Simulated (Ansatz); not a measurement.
Born–Oppenheimer molecular dynamics of a periodic cell of 24 atoms, H₅C₂Cl (contents 3 C2H4 + 3 HCl, density as packed 0.73 g/cm³ with natural masses). It starts from a partly relaxed structure (largest force component 0.17 eV/Å).

Computed with DFT PBE-D3(BJ), scalar-relativistic, plane waves, PAW (Ansatz). Settings: accuracy low, cutoff 420 eV, k mesh 1x1x1, fermi-dirac smearing 0.02 eV, no spin polarisation.

```
ensemble        : NVT, Langevin thermostat
time step       : 0.75 fs
steps asked     : 300
set temperature : 400 K
friction        : 0.02 /fs
seed            : 289038
```

First frame:

```xyz
24
Lattice="7.5996 0.0000 0.0000 0.0000 7.5996 0.0000 0.0000 0.0000 7.5996" Properties=species:S:1:pos:R:3
C 6.984 0.839 1.505
C 6.433 0.140 0.508
H 6.642 0.722 2.536
H 7.794 1.548 1.321
H 5.624 -0.571 0.685
H 6.792 0.245 -0.518
C 2.453 1.145 6.768
C 1.905 0.401 5.807
H 2.312 2.226 6.821
H 3.079 0.699 7.543
H 1.296 0.850 5.019
H 2.051 -0.679 5.757
C 6.212 5.019 4.601
C 5.155 4.526 5.254
H 6.338 6.092 4.449
H 6.982 4.370 4.169
H 4.374 5.174 5.665
H 5.012 3.451 5.393
Cl 3.017 6.469 2.457
H 2.045 7.043 1.815
Cl 0.648 4.542 7.434
H -0.383 4.672 6.623
Cl 4.557 3.302 1.211
H 5.369 2.280 1.070
```

(1) What does the run give?

(2) What happens to the structure?

(3) How do temperature and energy run in time?

## Answers

(1) All steps were run.

- steps done: 300
- time covered: 225 fs
- mean temperature over the second half: 429 K
- spread of the potential energy over the second half: 4.5 meV per atom
- mean potential energy of the second half above the start: 39.5 meV per atom

A run of 0.23 ps of so small a system gives no equilibrium averages. Limits of this set-up: coarse k mesh, low accuracy level.

(2) Mean squared displacements from the first frame to the last, about the centre of mass: C 0.63 Å², H 2.04 Å², Cl 0.33 Å². The details hang on the random start.

(3) 
```tsv
time (fs)	T (K)	potential energy less start (eV)
0.0	383	0.000
7.5	202	0.631
15.0	305	0.348
22.5	225	0.462
30.0	198	0.777
37.5	314	0.452
45.0	288	0.871
52.5	365	0.864
60.0	497	0.680
67.5	345	1.293
75.0	442	1.135
82.5	477	0.884
90.0	291	1.200
97.5	396	0.922
105.0	372	1.289
112.5	433	0.952
120.0	382	1.070
127.5	431	0.961
135.0	396	0.994
142.5	538	0.912
150.0	405	0.989
157.5	438	0.994
165.0	490	0.884
172.5	380	1.062
180.0	436	0.882
187.5	555	0.709
195.0	426	0.943
202.5	405	0.939
210.0	433	0.798
217.5	385	0.842
225.0	320	0.936
```

Time of the run: 9.9 min on 1 thread of Arm Neoverse V1, on a shared host, peak memory 0.42 GiB.
